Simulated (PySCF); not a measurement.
## Radial density of Ru³⁺ (ruthenium, charge +3)

B97-3, [Kr] 4d5, high-spin 6S determinant. All numbers are calculated (PySCF 2.14, the spin-free X2C one-electron Hamiltonian (Gaussian nucleus), in ANO-RCC-VTZP (7s6p4d2f1g, 68 functions)).

```csv
r (bohr),4πr²ρ (e/bohr),4πr²(ρα − ρβ)
0.0282,54.57,-0.0018
0.0474,47.26,0.0014
0.0797,63.25,0.0580
0.134,62.28,0.3827
0.226,45.52,0.9134
0.379,49.85,0.3285
0.638,15.21,0.7198
1.07,13.40,4.0301
1.81,3.523,2.1433
3.04,0.1888,0.1737
5.11,0.0004875,0.0005
8.59,7.426e-05,0.0001
```

Densities and radii are taken from the X2C orbitals without a picture-change correction, which distorts them close to the nucleus.
